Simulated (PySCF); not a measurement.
C3H7O (SMILES [CH2]COC), doublet, at a GFN2-xTB geometry; B3LYP/def2-SVP in PySCF.

The PySCF input:
```python
from pyscf import gto, scf, dft

mol = gto.M(
    atom='''
C     1.420455   -0.077975    0.800823
C     0.622539   -0.576727   -0.332575
O    -0.404656    0.293611   -0.752418
C    -1.462102    0.392060    0.168175
H     2.097199   -0.737336    1.305737
H     1.437752    0.970007    1.023880
H     1.254610   -0.703777   -1.229873
H     0.205947   -1.575344   -0.099359
H    -1.117641    0.759922    1.141038
H    -2.176905    1.094733   -0.255030
H    -1.949064   -0.581236    0.314408
''',
    basis='def2-svp',
    charge=0,
    spin=1,
    verbose=4,
)

mf = dft.UKS(mol)
mf.xc = 'b3lyp'
mf.kernel()
```

What the program printed (banner, timings and long lists left out):

```
PySCF version 2.14.0

[INPUT] verbose = 4
[INPUT] num. atoms = 11
[INPUT] num. electrons = 33
[INPUT] charge = 0
[INPUT] spin (= nelec alpha-beta = 2S) = 1
[INPUT] symmetry False subgroup None
[INPUT] Mole.unit = angstrom
[INPUT] Symbol           X                Y                Z      unit          X                Y                Z       unit  Magmom
[INPUT]  1 C      1.420455000000  -0.077975000000   0.800823000000 AA    2.684270922269  -0.147351394563   1.513336144253 Bohr   0.0
[INPUT]  2 C      0.622539000000  -0.576727000000  -0.332575000000 AA    1.176428211861  -1.089856078642  -0.628475665877 Bohr   0.0
[INPUT]  3 O     -0.404656000000   0.293611000000  -0.752418000000 AA   -0.764689014662   0.554844377160  -1.421863951193 Bohr   0.0
[INPUT]  4 C     -1.462102000000   0.392060000000   0.168175000000 AA   -2.762972346179   0.740886024397   0.317804690999 Bohr   0.0
[INPUT]  5 H      2.097199000000  -0.737336000000   1.305737000000 AA    3.963131738712  -1.393363101782   2.467485320711 Bohr   0.0
[INPUT]  6 H      1.437752000000   0.970007000000   1.023880000000 AA    2.716957515046   1.833047568911   1.934852784420 Bohr   0.0
[INPUT]  7 H      1.254610000000  -0.703777000000  -1.229873000000 AA    2.370869293141  -1.329945782768  -2.324123137997 Bohr   0.0
[INPUT]  8 H      0.205947000000  -1.575344000000  -0.099359000000 AA    0.389183426176  -2.976968711977  -0.187761298011 Bohr   0.0
[INPUT]  9 H     -1.117641000000   0.759922000000   1.141038000000 AA   -2.112035395585   1.436044456032   2.156249317721 Bohr   0.0
[INPUT] 10 H     -2.176905000000   1.094733000000  -0.255030000000 AA   -4.113754249196   2.068745549523  -0.481936853548 Bohr   0.0
[INPUT] 11 H     -1.949064000000  -0.581236000000   0.314408000000 AA   -3.683197159249  -1.098376853738   0.594145011372 Bohr   0.0

nuclear repulsion = 127.808642194036
number of shells = 45
number of NR pGTOs = 145
number of NR cGTOs = 91
basis = def2-svp
ecp = {}

******** <class 'pyscf.dft.uks.UKS'> ********
method = UKS
initial guess = minao
damping factor = 0
level_shift factor = 0
DIIS = <class 'pyscf.scf.diis.CDIIS'>
diis_start_cycle = 1
diis_space = 8
diis_damp = 0
SCF conv_tol = 1e-09
SCF conv_tol_grad = None
SCF max_cycles = 50
direct_scf = True
direct_scf_tol = 1e-13
number electrons alpha = 17  beta = 16
XC library pyscf.dft.libxc version 7.1.2
    S. Lehtola, C. Steigemann, M. J. T. Oliveira, and M. A. L. Marques,  SoftwareX 7, 1–5 (2018)
XC functionals = b3lyp
    P. J. Stephens, F. J. Devlin, C. F. Chabalowski, and M. J. Frisch,  J. Phys. Chem. 98, 11623 (1994)
radial grids:
    Treutler-Ahlrichs [JCP 102, 346 (1995); DOI:10.1063/1.469408] (M4) radial grids

becke partition: Becke, JCP 88, 2547 (1988); DOI:10.1063/1.454033
pruning grids: <function nwchem_prune>
grids dens level: 3
symmetrized grids: False
atomic radii adjust function: <function treutler_atomic_radii_adjust>
small_rho_cutoff = 0
Set gradient conv threshold to 3.16228e-05
tot grids = 125096
init E= -193.73200030853

cycle= 1 E= -193.460570461027  delta_E= 0.271  |g|= 0.395  |ddm|= 2.25
cycle= 2 E= -193.381336518575  delta_E= 0.0792  |g|= 0.611  |ddm|= 1.09
cycle= 3 E= -193.524292027814  delta_E= -0.143  |g|= 0.0507  |ddm|= 0.728
cycle= 4 E= -193.5252485778  delta_E= -0.000957  |g|= 0.0221  |ddm|= 0.062
cycle= 5 E= -193.525515012758  delta_E= -0.000266  |g|= 0.00422  |ddm|= 0.0235
cycle= 6 E= -193.525526054407  delta_E= -1.1e-05  |g|= 0.000921  |ddm|= 0.00556
cycle= 7 E= -193.525526925722  delta_E= -8.71e-07  |g|= 0.000498  |ddm|= 0.00204
cycle= 8 E= -193.525527072946  delta_E= -1.47e-07  |g|= 0.000156  |ddm|= 0.000702
cycle= 9 E= -193.525527087662  delta_E= -1.47e-08  |g|= 3.76e-05  |ddm|= 0.0002
cycle= 10 E= -193.525527088663  delta_E= -1e-09  |g|= 1.09e-05  |ddm|= 6.81e-05
cycle= 11 E= -193.525527088718  delta_E= -5.55e-11  |g|= 6.11e-06  |ddm|= 1.63e-05
Extra cycle  E= -193.525527088718  delta_E= 7.96e-13  |g|= 7.2e-06  |ddm|= 1.12e-05
converged SCF energy = -193.525527088718  <S^2> = 0.7536496  2S+1 = 2.0036463
```
